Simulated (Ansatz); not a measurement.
Gas-phase electronic energies from Ansatz, PBE0-D4/def2-TZVP geometries. CCSD(T)/CBS adds triple-zeta CCSD(T) − MP2 to the extrapolated MP2 energy (def2 sets, frozen cores). DFT in def2-TZVPP. def2 core potentials past Kr. For Cd, Zn outer-core shells are correlated without core-valence functions, which leaves a few kJ/mol of doubt a bond. Scalar relativity is left out up to krypton. Each species was taken in one conformer, which may not be the lowest.

`CC[CH2][Zn][CH3]` + `[NH2][Cd][OH]` → `C[O][Cd][NH2]` + `CC[CH2][ZnH]`  (substitution at a C–Zn bond)

Is it downhill or uphill in electronic energy at CCSD(T)/CBS, and by how much? (Best estimate.)

Ansatz gave: Uphill: ΔE = +100.3 kJ/mol.

What do these levels give: PBE-D4, r2SCAN-D4, PBE0-D4, ωB97X-V, ωB97M-V, B2PLYP, PBE, PBE0, CCSD(T)/def2-TZVPP, HF/def2-QZVPP, MP2/def2-QZVPP, CCSD/CBS(def2)? (Best estimate.)

The calculation gave: PBE-D4 90.5, r2SCAN-D4 91.4, PBE0-D4 89.7, ωB97X-V 85.6, ωB97M-V 90.6, B2PLYP 91.7, PBE 91.7, PBE0 90.6, CCSD(T)/def2-TZVPP 92.0, HF/def2-QZVPP 70.0, MP2/def2-QZVPP 109.3, CCSD/CBS(def2) 98.1 kJ/mol.

Largest T1 diagnostic among the species: 0.016.

In def2-TZVPP, CCSD(T) changes the Hartree–Fock value by +23.2 kJ/mol (the triples alone add +2.1 kJ/mol) and MP2 by +35.3 kJ/mol.
